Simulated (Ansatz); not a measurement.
`CO[SiH](F)[O][GeH3]` + CH₄ → `CO[SiH](C)F` + `[OH][GeH3]`  (formal exchange of groups at the Si–O bond)

Gas-phase electronic energies from Ansatz, PBE0-D4/def2-TZVP geometries. CCSD(T)/CBS is the MP2 limit (def2-TZVPP, def2-QZVPP) plus CCSD(T) − MP2 in def2-TZVPP, frozen cores. This one scheme is used for every species. Functionals use def2-TZVPP. B3LYP here is the variant with VWN-RPA as its local correlation; programs differ in this. For Ge outer-core shells are correlated without core-valence functions, which leaves a few kJ/mol of doubt a bond. Scalar relativity is left out up to krypton. One conformer a species, not always the lowest.

```
         level  ΔE (eV)
      B3LYP-D4     1.43
    r2SCAN0-D4     1.42
       ωB97X-V     1.39
MP2/def2-TZVPP     1.44
```

Question: What does CCSD(T)/CBS give? (An estimate is asked.)

Answer: Computed: +1.42 eV. The listed levels differ from it by 0.01, 0.00, -0.03, 0.02 eV.

Largest T1 diagnostic among the species: 0.012.

The D4 term adds +0.05 eV with B3LYP and +0.03 eV with PBE0; it sums over pairs of atoms, weighted by their polarisabilities, and B3LYP, whose exchange is more repulsive, gets the larger term. In def2-TZVPP, CCSD(T) changes the Hartree–Fock value by −0.15 eV (the triples alone add −0.02 eV) and MP2 by −0.14 eV.
